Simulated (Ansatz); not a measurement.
Born–Oppenheimer molecular dynamics of Cl2GaH3OS (8 atoms, charge 0, multiplicity 1). It starts at the highest image of a converged band, a first-order saddle point between two minima.

Level of theory: RKS B3LYP-D4/def2-SVP (Ansatz 0.2.0).

```
ensemble                      : NVE (velocity Verlet)
time step                     : 0.5 fs
steps asked                   : 200
starting velocities drawn for : 100 K
seed                          : 8995
```

Frames 2.5 fs apart, positions in Å, forces in eV/Å.

Velocities at 5 fs (Å/ps):

```
Ga -0.13 0.66 0.70
O 1.07 -1.58 -0.09
H -11.47 -7.93 -0.04
Cl 1.92 -0.22 0.13
Cl -1.87 0.34 -0.40
S -0.46 -0.42 -1.14
H 7.20 -7.19 -1.00
H 9.31 4.24 -0.59
```

```xyz
8
Properties=species:S:1:pos:R:3:forces:R:3 time_fs=5 energy_less_start_eV=0.034 T=57
Ga 0.095 0.322 0.084 -0.07 -0.26 -0.08
O -0.043 -0.112 1.926 -0.32 -0.45 -0.13
H -0.845 -0.604 2.204 0.47 0.34 -0.08
Cl 1.929 -0.352 -0.852 -0.14 0.07 0.06
Cl -1.806 0.180 -0.953 0.14 0.02 0.06
S 0.378 2.511 1.140 0.06 -0.02 0.09
H 1.704 2.328 1.273 0.31 0.15 -0.12
H 0.162 1.317 2.021 -0.45 0.13 0.19
8
Properties=species:S:1:pos:R:3:forces:R:3 time_fs=7.5 energy_less_start_eV=0.042 T=46
Ga 0.095 0.324 0.085 -0.09 -0.35 -0.09
O -0.042 -0.117 1.925 -0.54 -0.57 -0.09
H -0.851 -0.609 2.199 0.69 0.46 -0.16
Cl 1.933 -0.352 -0.852 -0.20 0.11 0.09
Cl -1.811 0.180 -0.954 0.20 0.03 0.09
S 0.377 2.510 1.137 0.67 -0.07 0.17
H 1.726 2.316 1.266 -0.26 0.24 -0.18
H 0.171 1.332 2.026 -0.47 0.14 0.17
8
Properties=species:S:1:pos:R:3:forces:R:3 time_fs=10 energy_less_start_eV=0.032 T=59
Ga 0.094 0.325 0.087 -0.09 -0.43 -0.08
O -0.041 -0.124 1.925 0.84 0.37 -0.59
H -0.826 -0.593 2.187 -0.76 -0.46 0.33
Cl 1.938 -0.353 -0.851 -0.26 0.14 0.12
Cl -1.815 0.181 -0.955 0.26 0.04 0.11
S 0.377 2.508 1.135 0.74 -0.04 0.19
H 1.734 2.317 1.249 -0.42 0.22 -0.15
H 0.153 1.355 2.040 -0.32 0.15 0.06
8
Properties=species:S:1:pos:R:3:forces:R:3 time_fs=12.5 energy_less_start_eV=0.008 T=90
Ga 0.093 0.326 0.088 -0.10 -0.51 -0.06
O -0.039 -0.130 1.922 0.27 0.16 -0.35
H -0.836 -0.596 2.192 -0.27 -0.21 0.11
Cl 1.941 -0.353 -0.851 -0.31 0.17 0.13
Cl -1.819 0.182 -0.955 0.30 0.05 0.13
S 0.379 2.507 1.133 0.15 0.14 0.13
H 1.720 2.331 1.223 0.01 0.08 -0.02
H 0.117 1.387 2.058 -0.07 0.13 -0.07
8
Properties=species:S:1:pos:R:3:forces:R:3 time_fs=15 energy_less_start_eV=0.026 T=67
Ga 0.093 0.326 0.090 -0.12 -0.61 -0.05
O -0.035 -0.135 1.918 -0.98 -0.47 0.14
H -0.857 -0.611 2.202 0.92 0.43 -0.36
Cl 1.945 -0.352 -0.850 -0.34 0.20 0.14
Cl -1.822 0.183 -0.956 0.34 0.06 0.13
S 0.381 2.506 1.131 -0.49 0.37 0.01
H 1.707 2.350 1.196 0.48 -0.07 0.12
H 0.077 1.427 2.071 0.20 0.09 -0.14
8
Properties=species:S:1:pos:R:3:forces:R:3 time_fs=17.5 energy_less_start_eV=0.021 T=73
Ga 0.092 0.326 0.091 -0.14 -0.72 0.01
O -0.035 -0.142 1.914 -0.11 0.09 -0.20
H -0.836 -0.607 2.194 0.00 -0.15 -0.07
Cl 1.948 -0.352 -0.849 -0.37 0.22 0.15
Cl -1.825 0.185 -0.956 0.37 0.08 0.14
S 0.382 2.506 1.129 -0.38 0.57 -0.13
H 1.719 2.366 1.177 0.23 -0.12 0.20
H 0.049 1.472 2.077 0.40 0.03 -0.10
8
Properties=species:S:1:pos:R:3:forces:R:3 time_fs=20 energy_less_start_eV=0.036 T=54
Ga 0.091 0.325 0.093 -0.15 -0.82 0.07
O -0.035 -0.148 1.909 0.75 0.59 -0.56
H -0.815 -0.612 2.183 -0.88 -0.69 0.23
Cl 1.950 -0.351 -0.847 -0.38 0.25 0.14
Cl -1.827 0.186 -0.956 0.38 0.09 0.13
S 0.382 2.507 1.127 0.20 0.79 -0.33
H 1.743 2.374 1.169 -0.34 -0.10 0.23
H 0.043 1.518 2.078 0.42 -0.10 0.09
8
Properties=species:S:1:pos:R:3:forces:R:3 time_fs=22.5 energy_less_start_eV=0.020 T=75
Ga 0.090 0.324 0.095 -0.17 -0.89 0.08
O -0.033 -0.153 1.903 -0.66 -0.32 -0.03
H -0.832 -0.650 2.180 0.57 0.20 -0.30
Cl 1.951 -0.350 -0.845 -0.38 0.26 0.13
Cl -1.828 0.187 -0.955 0.39 0.10 0.12
S 0.383 2.509 1.124 0.43 0.96 -0.47
H 1.749 2.377 1.174 -0.47 -0.07 0.19
H 0.062 1.558 2.084 0.30 -0.25 0.27
8
Properties=species:S:1:pos:R:3:forces:R:3 time_fs=25 energy_less_start_eV=-0.008 T=111
Ga 0.089 0.322 0.096 -0.17 -0.89 0.08
O -0.033 -0.159 1.896 -0.74 -0.45 0.03
H -0.823 -0.680 2.162 0.68 0.31 -0.31
Cl 1.952 -0.348 -0.843 -0.38 0.27 0.12
Cl -1.829 0.189 -0.955 0.38 0.11 0.11
S 0.384 2.513 1.121 0.08 0.89 -0.35
H 1.730 2.376 1.191 0.01 -0.04 0.12
H 0.098 1.583 2.106 0.14 -0.19 0.21
8
Properties=species:S:1:pos:R:3:forces:R:3 time_fs=27.5 energy_less_start_eV=-0.022 T=129
Ga 0.088 0.319 0.098 -0.14 -0.84 0.08
O -0.035 -0.166 1.889 0.68 0.50 -0.44
H -0.783 -0.698 2.129 -0.74 -0.66 0.21
Cl 1.952 -0.346 -0.841 -0.37 0.27 0.10
Cl -1.829 0.191 -0.954 0.38 0.11 0.10
S 0.386 2.519 1.116 -0.29 0.57 0.03
H 1.712 2.372 1.215 0.50 0.00 0.01
H 0.143 1.599 2.138 -0.02 0.04 -0.10
8
Properties=species:S:1:pos:R:3:forces:R:3 time_fs=30 energy_less_start_eV=-0.037 T=148
Ga 0.087 0.315 0.100 -0.12 -0.78 0.05
O -0.036 -0.172 1.881 0.07 0.02 -0.16
H -0.774 -0.747 2.104 -0.11 -0.20 0.05
Cl 1.952 -0.343 -0.839 -0.34 0.26 0.08
Cl -1.829 0.193 -0.953 0.36 0.11 0.08
S 0.387 2.525 1.112 0.06 0.24 0.39
H 1.719 2.368 1.239 0.27 0.11 -0.14
H 0.186 1.616 2.165 -0.19 0.22 -0.34
8
Properties=species:S:1:pos:R:3:forces:R:3 time_fs=32.5 energy_less_start_eV=-0.028 T=136
Ga 0.085 0.311 0.101 -0.10 -0.73 0.00
O -0.036 -0.177 1.873 -0.91 -0.85 0.22
H -0.771 -0.807 2.082 0.88 0.65 -0.23
Cl 1.951 -0.340 -0.837 -0.31 0.25 0.05
Cl -1.827 0.195 -0.952 0.32 0.12 0.05
S 0.389 2.533 1.109 0.72 0.15 0.47
H 1.742 2.371 1.254 -0.27 0.22 -0.28
H 0.218 1.646 2.173 -0.32 0.19 -0.27
```

Of the whole run (100 fs, mean temperature of the second half 259 K): The conserved energy stayed within 0.073 meV per atom of its start (net change 0.0096 meV per atom), so the integration is sound. The kinetic energy rose, since the run started high on the potential surface and went downhill. A run of 0.1 ps of so small a system gives no equilibrium averages. The orbitals stay closed-shell, which can raise the energy where a bond breaks towards radicals; this wasn't checked here.

The run took 6.9 min on 4 threads of Arm Neoverse V1 (shared host), peak memory 0.32 GiB.
